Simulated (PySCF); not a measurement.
How methods differ on the ionisation energy of Ru⁺

Ru⁺ [Kr] 4d7 (4F) → Ru²⁺ [Kr] 4d6 (5D), as a difference of total energies. All numbers are calculated (PySCF 2.14, scalar relativity through the core potential, in cc-pVTZ-PP with ECP28MDF). Correlated levels: valence: 4s2 4p6 frozen. The calculations carry no spin-orbit coupling.

```json
{"method": "UHF", "ionisation energy (eV)": "14.880"}
{"method": "r2SCAN", "ionisation energy (eV)": "16.546"}
{"method": "M06-L", "ionisation energy (eV)": "16.711"}
{"method": "MP2 (valence)", "ionisation energy (eV)": "16.267"}
{"method": "SCS-MP2 (valence)", "ionisation energy (eV)": "16.427"}
```

**Question.** How much does correlation contribute at MP2 (valence)?

**Answer.** 16.267 − (14.880) = 1.387 eV, measured against UHF.

The reference lies between the lowest fine-structure levels, while these numbers refer to the centres of the terms.

Errors of the correlated levels include the incompleteness of this basis and the frozen core.

For comparison: 16.76 ± 0.06 eV (semi-empirical (NIST evaluation); NIST Atomic Spectra Database, ionization energies).
